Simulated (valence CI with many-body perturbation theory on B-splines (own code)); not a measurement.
A CI+MBPT run for In8+

Computed by configuration interaction combined with many-body perturbation theory (CI+MBPT): five valence electrons over a frozen Dirac-Fock core [Kr], radial functions for each j: 7 s, 7 p, 8 d, 6 f, 4 g, 1 h, with the one-electron correlation potential Σ1 (screened to all orders), the two-electron term Σ2, the three-electron term Σ3, Breit, model QED; selected single and double excitations, second order for the rest, scaled by the run's own slope (own B-spline code, finite nucleus).

Command, and the settings that its task file holds:

```sh
python run_cv.py task.json out
```

```
atom In  Z=49  mass_number=115  rms_radius_fm=4.6156
core [Kr]
valence 4d5
avg = 1
basis = M
breit = 1
cap = 40000
capref = 1200
cscale = 1
de = 0.0
dress = 0
eps = 2e-08
extrap = 1
h = 0.27
hh = 1
l2 = 3
lcore = 6
maxit = 60
n2 = 5
natural = 1
nlev = 45
nno = [4, 4, 5, 4, 3, 1]
nroot = 26
nsp = [3, 3, 3, 2, 1, 0]
pt2 = 1
qed = 1
rpa = 1
s1 = 1
s2 = 1
s3 = 1
screen = 1
tol = 2e-05
whole = 1
```

Question: Roughly how long does this run take on one core of Intel(R) Xeon(R) Processor @ 2.30GHz, and how much memory?

Answer: 10 min on 1 thread of Intel(R) Xeon(R) Processor @ 2.30GHz, with other jobs on the host, peak memory 1.3 GiB.

Log. The first blocks belong to the next ion, which gives the ionisation energy. Fields: 2J, parity (1 odd), roots, reference size, generating configurations, candidates as configurations/state functions, variational space P, stored matrix elements, Davidson steps; e2 is the range of second-order energies in hartree. The first line gives the box (bohr), its intervals, the orbitals and the steps of their self-consistent field. Window is the range of levels sought, series limit the energy at which the first omitted orbital would enter, core excitation an estimate of the first excitation out of the core, left out the lowest levels not solved, and shifts from estimates the range by which levels moved from their first estimate, all in cm⁻¹.

```
rmax 12.7 intervals 63 orbitals 59 references ['4d5', '4d4 5s', '4d4 5p', '4d4 4f'] scf 7 t 1.9
2J=0 par=0 roots 2 ref 7 generators 4 cand 1892/3646 P 1898/3653 nnz 2.7e+06 it 5
2J=0 par=0 roots 2 ref 7 generators 19 cand 1711/4994 P 3609/8647 nnz 6.7e+06 it 6
   second order: generators 39 cand 27278/74578 e2 -0.00008 -0.00004
2J=2 par=0 roots 2 ref 11 generators 3 cand 764/3971 P 771/3982 nnz 3.7e+06 it 5
2J=2 par=0 roots 2 ref 11 generators 20 cand 1915/11201 P 2686/15183 nnz 3e+07 it 6
   second order: generators 46 cand 26634/200978 e2 -0.00015 -0.00007
2J=4 par=0 roots 2 ref 18 generators 4 cand 515/3923 P 523/3941 nnz 3.8e+06 it 6
2J=4 par=0 roots 2 ref 18 generators 19 cand 1991/15207 P 2514/19148 nnz 5.4e+07 it 7
   second order: generators 45 cand 28805/318880 e2 -0.00019 -0.00010
reference levels 626, estimated 237, window 378916 1/cm; series limit 979962, core excitation 473645
2J=5 par=0 roots 13 ref 24 generators 20 cand 370/5593 P 581/7913 nnz 1.2e+07 it 9
2J=5 par=0 roots 13 ref 24 generators 50 cand 1380/19570 P 1961/27483 nnz 1.1e+08 it 12
   second order: generators 138 cand 107836/3716967 e2 -0.00905 -0.00096
2J=7 par=0 roots 10 ref 20 generators 14 cand 329/5417 P 548/7934 nnz 1.3e+07 it 6
2J=7 par=0 roots 10 ref 20 generators 48 cand 1294/19530 P 1842/27464 nnz 1.1e+08 it 10
   second order: generators 116 cand 98318/3565221 e2 -0.00825 -0.00216
2J=11 par=0 roots 4 ref 7 generators 13 cand 483/5537 P 758/7986 nnz 1.3e+07 it 7
2J=11 par=0 roots 4 ref 7 generators 27 cand 1609/19312 P 2367/27298 nnz 1.1e+08 it 9
   second order: generators 90 cand 101101/3613912 e2 -0.00478 -0.00136
2J=9 par=0 roots 7 ref 14 generators 14 cand 356/5462 P 605/7931 nnz 1.3e+07 it 9
2J=9 par=0 roots 7 ref 14 generators 45 cand 1370/19305 P 1975/27236 nnz 1.1e+08 it 10
   second order: generators 122 cand 101004/3869539 e2 -0.00736 -0.00187
2J=3 par=0 roots 10 ref 19 generators 17 cand 473/5390 P 749/7903 nnz 1.2e+07 it 11
2J=3 par=0 roots 10 ref 19 generators 47 cand 1762/20900 P 2511/28803 nnz 1.1e+08 it 10
   second order: generators 131 cand 109155/2942548 e2 -0.00550 -0.00123
2J=1 par=0 roots 7 ref 13 generators 15 cand 790/5492 P 1234/7989 nnz 9.3e+06 it 9
2J=1 par=0 roots 7 ref 13 generators 46 cand 3497/25161 P 4731/33150 nnz 1e+08 it 9
   second order: generators 122 cand 90329/1253417 e2 -0.00090 -0.00042
2J=13 par=0 roots 2 ref 3 generators 6 cand 616/5523 P 1026/8030 nnz 1.1e+07 it 5
2J=13 par=0 roots 2 ref 3 generators 26 cand 2321/23197 P 3347/31227 nnz 1.3e+08 it 6
   second order: generators 71 cand 85336/2415473 e2 -0.00134 -0.00094
left out: unestimated 527765, estimated 404705, shifts from estimates -149 to 655
operators 3.8
```

The Davidson iterations converged.

No measured spectrum was set against this ion. As an estimate, terms of the open shell hold to 2 to 4 % of their energy, and close levels can change places; different configurations can be misplaced against each other by 1,000 to 8,000 cm⁻¹. Core correlation moves these levels by up to 23000 cm⁻¹, and in measured spectra 5 to 20 % of such shifts remained as error; rates that hang on mixing are uncertain with them. Among the levels kept, up to 1300 cm⁻¹ of a level comes from second order outside the variational space, and about a tenth of that is noise between levels of different J, which matters for small intervals. The list stops below the first excitations out of the core. Only levels of the ground parity were solved; by the run's estimate the other parity begins above the list, which can be wrong where configurations are misplaced.

```
Valence energy                            : -37.32333 hartree
Ionisation energy                         : 156.7 eV (NIST: 156 ± 2.2 eV (theoretical))
Reference configurations for the orbitals : 4d5, 4d4 5s, 4d4 5p, 4d4 4f
Radial orbitals                           : 59
Box radius                                : 12.73 bohr
Largest variational space                 : 33150
Lowest levels                             : 4d⁵ ⁶S_5/2 0.0, 4d⁵ ⁴G_5/2 32009, 4d⁵ ⁴G_7/2 34012, 4d⁵ ⁴G_11/2 34527, 4d⁵ ⁴G_9/2 34972, 4d⁵ ⁴P_5/2 35945, 4d⁵ ⁴D_3/2 37142, 4d⁵ ⁴P_1/2 39649, 4d⁵ ⁴D_7/2 41695, 4d⁵ ⁴D_1/2 45346, 4d⁵ ⁴D_5/2 45611, 4d⁵ ⁴P_3/2 46909, 4d⁵ ²I_11/2 48923, 4d⁵ ²I_13/2 51328 cm⁻¹
```

Names give the largest LS component (configuration and term), which can be under half, so a name can repeat, a term be missing and a line seem to break the LS rules; names also repeat where a configuration has a term twice.
